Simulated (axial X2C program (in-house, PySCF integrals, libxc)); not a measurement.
# Low determinants of FeIn at the PBE0 level, with spin–orbit coupling

Computed with an axial X2C code built on PySCF integrals. Two-component (2c) means X2C with spin–orbit coupling and atomic mean-field two-electron Coulomb and Gaunt terms. Basis: In dyall-cv3z [11s12p9d4f1g], Fe dyall-cv3z [9s10p6d3f2g] (cores contracted in-house); Gaussian nuclei, density fitting, unrestricted open shells. Masses: In 114.904 u, Fe 55.935 u.

Search at 2.580 Å (vertical energies from the lowest determinant):

| ΔE (eV) | state | electrons beyond evenly filled partner blocks | electrons in ±ω = 1/2, 3/2, 5/2, 7/2 |
| --- | --- | --- | --- |
| 0.00 | Ω = 3/2 | ω = 1/2, ω = -3/2, ω = 5/2 | 49 21 5 0 |
| 0.40 | Ω = 5/2 | ω = 5/2 | 50 20 5 0 |
| 0.47 | Ω = 9/2 | ω = 1/2, ω = 3/2, ω = 5/2 | 49 21 5 0 |
| 0.52 | Ω = 1/2 | ω = -1/2, ω = -3/2, ω = 5/2 | 49 21 5 0 |
| 0.53 | Ω = 7/2 | ω = -1/2, ω = 3/2, ω = 5/2 | 49 21 5 0 |
| 0.61 | Ω = 1/2 | ω = 1/2 | 49 20 6 0 |
| 0.66 | Ω = 3/2 | ω = 3/2 | 48 21 6 0 |

Lowest determinant, Ω = 3/2 (⟨Sz⟩ = 1.50, ⟨Lz⟩ = 0.00 at PBE0): Re = 2.604 Å, ωe = 194.2 cm⁻¹.

The determinant in row 2 of the search, Ω = 5/2 (⟨Sz⟩ = 1.50, ⟨Lz⟩ = 1.00 at PBE0), was followed along the bond at PBE0; measured from the minimum of the lowest determinant it gives:

Te = 0.374 eV (3017 cm⁻¹), Re = 2.694 Å, ωe = 164.3 cm⁻¹.

Task: Compare the bond of the determinant in row 2 with that of the lowest one.

Result: At PBE0 its Re is 0.090 Å longer and its force constant, which goes as ωe², is 0.72 times that of the lowest determinant. T0 ≈ Te + Δωe/2 = 3017 + (-15) = 3002 cm⁻¹.

The search compares states at one distance, so a state with another bond length can lie lower; it is not exhaustive and yields mostly the lowest determinant of each block pattern, so other components and higher states of one pattern are missing. These are energies of single determinants, not of spin-adapted states; PBE0 term energies can be off by some tenths of an eV, and the functional has no current term. The lowest determinant need not be the ground state where others lie within half an eV.
